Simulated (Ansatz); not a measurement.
Frontier orbitals of C4H9Cl3OSi, SMILES `CC(C)(C)O[Si](Cl)(Cl)Cl`.

| atom | x (Å) | y (Å) | z (Å) |
| --- | --- | --- | --- |
| C1 | -1.350 | 0.383 | 0.497 |
| C2 | 0.127 | 0.033 | 0.468 |
| C3 | 0.482 | -0.913 | 1.599 |
| C4 | 0.990 | 1.282 | 0.509 |
| O5 | 0.453 | -0.683 | -0.743 |
| Si6 | -0.061 | -0.696 | -2.254 |
| Cl7 | -1.864 | -1.619 | -2.452 |
| Cl8 | -0.246 | 1.175 | -3.043 |
| Cl9 | 1.307 | -1.726 | -3.333 |
| H10 | -1.618 | 1.046 | -0.329 |
| H11 | -1.965 | -0.517 | 0.438 |
| H12 | -1.588 | 0.899 | 1.430 |
| H13 | 0.297 | -0.436 | 2.564 |
| H14 | -0.120 | -1.822 | 1.539 |
| H15 | 1.536 | -1.191 | 1.544 |
| H16 | 0.829 | 1.820 | 1.446 |
| H17 | 2.046 | 1.014 | 0.440 |
| H18 | 0.746 | 1.951 | -0.318 |

Charge 0, multiplicity 1. Geometry: relaxed with PBE0-D4/def2-TZVP. It is one conformer, not always the lowest. Basis def2-TZVPP, the Gaussian-basis code of Ansatz.

Orbital energies of one run (eV). Highest occupied ones, from the top: -11.03, -11.26, -11.34, -11.86, -11.92, -12.29, -12.43, -12.60, -12.76, -12.96, -13.06, -13.67, -13.90, -14.14. Empty: 2.17, 2.56, 3.15, 3.44, 3.60, 3.74.

Task: Which functional gave them?
A. LC-ωPBE
B. ωB97M-V
C. r2SCAN0
D. r2SCANh

Result: B. HOMO energies: ωB97M-V -11.03, r2SCAN0 -8.94, LC-ωPBE -11.49, r2SCANh -8.12 eV.

LC-ωPBE has ω = 0.4 bohr⁻¹.
